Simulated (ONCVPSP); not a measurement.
# Before and after: ONCV potential for Tc

* Element: technetium (Tc)
* Generator: ONCVPSP 4.0.1
* Type: optimised norm-conserving Vanderbilt (ONCV)
* Functional: PBE
* Relativity: scalar-relativistic
* Frozen core: [Kr]
* Valence charge: 7
* Reference configuration: 4d5 5s2
* Partial waves: 5s: rc 2.95 bohr, ncon 4, nbas 8, qcut 1.9 1/bohr, 1 projector; p scattering state at 0.25 Ha: rc 2.55 bohr, ncon 4, nbas 9, qcut 3.3 1/bohr, 2 projectors, debl 1.8 Ha; 4d: rc 1.85 bohr, ncon 4, nbas 8, qcut 9.8 1/bohr, 2 projectors, debl 3 Ha
* Local potential: polynomial inside 1.30 bohr (lpopt 5, dvloc0 4 Ha)
* Core correction: Teter function, fcfact 3, rcfact 1.75

In the p channel the program set the typed energies aside and used 0.050, 1.850 Ha.

Change: core correction Teter function, fcfact 3, rcfact 1.4.

Cutoffs: the cutoffs (Ha) at which the residual kinetic energy of the hardest occupied pseudo-wave falls to 1 and 0.1 mHa per electron; they do not see the model core or the augmentation charge, which bear on the density cutoff. Errors are all-electron minus pseudo energies relative to the spin-unpolarised reference configuration.

**Question.** Predict the effect on cutoff, ghosts and configuration errors.

**Answer.** The potential gets neither clearly harder nor softer (24 Ha and 30 Ha → 24 Ha and 30 Ha); both files keep a bound ghost (s); of the 4 tests that both files solve, the error grows in 0 and shrinks in 4 by more than 15 % and 0.3 meV (median size 292.1 → 57.1 meV). A model core, the more so a compact one, raises the density cutoff, which this test does not measure.

```csv
quantity,base,changed
"cutoff, loose",24 Ha,24 Ha
"cutoff, tight",30 Ha,30 Ha
bound ghosts,s,s
GHOST(+) flags under 300 eV,p at 47.1 eV,p at 47.1 eV
"error for 4d5 5s1, meV [ΔE 8.15 eV]",-67,-4.6
"error for 4d5 5s0, meV [ΔE 23.01 eV]",-376,-47
"error for 4d4 5s0, meV [ΔE 51.71 eV]",-808,-217
"error for 4d6 5s0, meV [ΔE 6.17 eV]",-209,-67
s: phases at 3.00 bohr within 0.05 rad from the reference energy up to (Ha; the scan ends near 5),0.7,0.7
p: phases at 2.58 bohr within 0.05 rad from the reference energy up to (Ha; the scan ends near 5),1.7,1.7
d: phases at 1.88 bohr within 0.05 rad from the reference energy up to (Ha; the scan ends near 5),to the end of the scan,to the end of the scan
"rms error of d²Exc/dni dnj with the model core, mHa",3.01,3.49
```

 A true bound ghost makes a file unfit for plane-wave use even where its test errors are small: the radial tests pick states by their node count and pass the ghost by.
